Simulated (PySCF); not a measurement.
## SmSi at PBE

Level: PBE. Sm x2c-TZVPall, Si x2c-TZVPall; spin-free X2C with a Gaussian nucleus (PySCF 2.14).

```json
{
 "state": "nonet, about 5.9 electrons in the 4f shell (Mulliken), real f orbitals that mix terms",
 "bond length": "2.836 Å",
 "harmonic wavenumber": "239 cm⁻¹",
 "force constant": "0.797 mdyn/Å",
 "rotational constant Be": "0.08870 cm⁻¹",
 "anharmonicity ωexe": "0.869 cm⁻¹",
 "vibration–rotation constant αe": "0.000418 cm⁻¹",
 "well depth De to Sm (4f6 6s2) + Si": "2.01 eV",
 "dissociation energy D0": "1.99 eV",
 "bond order (Mayer)": "1.85",
 "dipole moment (positive dipole means Sm(−)Si(+))": "-4.58 D"
}
```

These are scalar-relativistic numbers at best; spin–orbit coupling would shift them, the dissociation energy most. The state is the lowest single determinant that the PBE0 search found; with open d or f shells the true ground state can be another one.
